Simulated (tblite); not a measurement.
C2H10N2Si.
Atom-mapped SMILES: `[CH3:1][Si:2]([CH3:3])([NH2:4])[NH2:5]` (hydrogens: H6, H7, H8 on C1; H9, H10, H11 on C3; H12, H13 on N4; H14, H15 on N5)

Geometry (GFN2-xTB, Å), atoms numbered from 1 in this order:
```xyz
15
C2H10N2Si angstrom
C      1.7004   -0.3231    0.4887
Si    -0.1430   -0.1359    0.0359
C     -0.4143    1.5465   -0.8204
N     -0.8164   -1.3166   -1.0375
N     -1.0123   -0.4224    1.5065
H      2.0193    0.4275    1.2051
H      2.3344   -0.2245   -0.3876
H      1.8955   -1.2963    0.9283
H     -0.0917    2.3671   -0.1863
H      0.1385    1.6201   -1.7517
H     -1.4633    1.7024   -1.0521
H     -0.5436   -1.2910   -2.0061
H     -0.8442   -2.2711   -0.7177
H     -2.0163   -0.4749    1.4480
H     -0.7476    0.1000    2.3251
```

All values are computed: GFN2-xTB (tblite) harmonic vibrations without scaling, gas phase. Errors from tens to a few hundred cm⁻¹ against measured bands are possible. One conformer, not necessarily the lowest.

Harmonic wavenumbers (cm⁻¹): 91.4, 103.1, 159.3, 162.4, 188.3, 200.8, 221.4, 243.7, 250.0, 547.2, 550.1, 643.8, 732.0, 781.9, 785.0, 804.0, 807.0, 808.6, 842.4, 917.2, 940.1, 1380.1, 1382.1, 1496.5, 1497.0, 1501.1, 1501.6, 1521.1, 1525.3, 3038.9, 3040.1, 3044.4, 3045.2, 3047.5, 3049.4, 3480.1, 3480.8, 3516.1, 3517.0.

A = 3451, B = 3372, C = 3002 MHz; mass 90.061 u (most abundant isotopes); point group C2, symmetry number 2.

Question: What is the zero-point energy?

Answer: Half the sum of the wavenumbers: 27422 cm⁻¹ = 328.04 kJ/mol.

Question: Entropy at 350 K, 1 bar (ideal gas, RRHO, classical rotation)?

Answer: Translation 168.32, rotation 107.63, vibration 124.37: S = 400.3 J/(mol K).

Question: And Cp and H(350 K) − H(0)?

Answer: Cp = 157.36 J/(mol K), of which vibrations give 124.11 (their classical limit is 39 R = 324.3); H(350 K) − H(0) = 35.03 kJ/mol without the zero-point energy, 23.39 from vibrations.

Question: What must be added to the electronic energy to get the Gibbs energy at 350 K and 1 bar?

Answer: ZPE + [H(350 K) − H(0)] − T·S = 328.04 + 35.03 − 140.11 = 222.96 kJ/mol.

Question: Which modes carry the vibrational entropy at 350 K?

Answer: 91.4 cm⁻¹: 16.50; 103.1 cm⁻¹: 15.51; 159.3 cm⁻¹: 11.98; 162.4 cm⁻¹: 11.83; 188.3 cm⁻¹: 10.65; 200.8 cm⁻¹: 10.14 J/(mol K); the other 33 give 47.76 together.

Hindered rotation and anharmonicity are outside this model. Other conformers, if any are populated, would add a mixing term that is left out. The structure is chiral; the term R ln 2 for an equal mix with its mirror image is left out.

On an Arm Neoverse N1 with one thread, no GPU, shared host with 64 logical CPUs at a one-minute load of 58, this took 0.62 s of wall time. The figure is for the frequency step alone.
